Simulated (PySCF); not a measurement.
A run for PySCF: U-HF/LANL2DZ on GaGeH5 (SMILES [GaH2][GeH3]), a point of a bond scan (R = 2.697 Å).

```python
from pyscf import gto, scf, dft, mp
from pyscf.data.elements import chemcore

mol = gto.M(
    atom='''
    Ga   -1.23043577   -0.07769067   -0.29199579
    Ge    1.15729770    0.07022597    0.27368514
    H     2.60055403   -2.05270482   -0.55466207
    H     1.78713141    1.32896781   -0.36154397
    H     1.35929899    0.19976849    1.79857150
    H    -2.21719620    1.04514781    0.20263148
    H    -1.80126754   -1.26982717   -1.14605758
    ''',
    basis='lanl2dz',
    ecp={'Ga': 'lanl2dz', 'Ge': 'lanl2dz'},
    charge=0, spin=0, verbose=3, max_memory=1800)
mf = scf.UHF(mol)
mf.conv_tol = 1e-8
mf.max_cycle = 100
mf.init_guess_breaksym = True
mf.kernel()
if not mf.converged:
    mf = mf.newton().run(mf.mo_coeff, mf.mo_occ)
for _ in range(4):
    mo, _, stable, _ = mf.stability(return_status=True)
    if stable:
        break
    mf.kernel(mf.make_rdm1(mo, mf.mo_occ))
```

Output:

```
converged SCF energy = -8.34136355339517  <S^2> = 3.6589132e-10  2S+1 = 1
<class 'pyscf.scf.uhf.UHF'> wavefunction has an internal instability
converged SCF energy = -8.37545341955961  <S^2> = 0.77540619  2S+1 = 2.0252468
<class 'pyscf.scf.uhf.UHF'> wavefunction is stable in the internal stability analysis
```

The calculation finished and met its thresholds. Its determinant has ⟨S²⟩ = 0.78, a mixture of spin states.

Cost: roughly 0.8 core-seconds.
